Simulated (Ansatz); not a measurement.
C₄H₇FO, SMILES F[C@@H]1C[C@@]1(C)O.

Geometry: B3LYP-D3(BJ)/def2-SVP. The structure was generated by enumeration; whether it is a known compound was not checked. The values are those of a single conformer.

Two levels are set side by side: PBE/def2-SVPD (Ansatz, an electronic-structure program) and ωB97X-V/def2-SVPD (Ansatz). Energy differences of separate SCF runs at the same geometry; the states with an electron removed or added have multiplicity 2 and 2. Differences are taken from unrounded values.

| quantity | ωB97X-V |
|---|---|
| vertical ionisation energy (eV) | 10.10 |
| vertical singlet–triplet gap (eV) | 7.17 |

Question: What does PBE give, and how far is it from ωB97X-V? (The exact figures need the calculation; the answer reports its results.)

Answer: 
```tsv
quantity	PBE	PBE minus ωB97X-V
vertical ionisation energy (eV)	9.54	-0.56
vertical singlet–triplet gap (eV)	6.33	-0.85
```
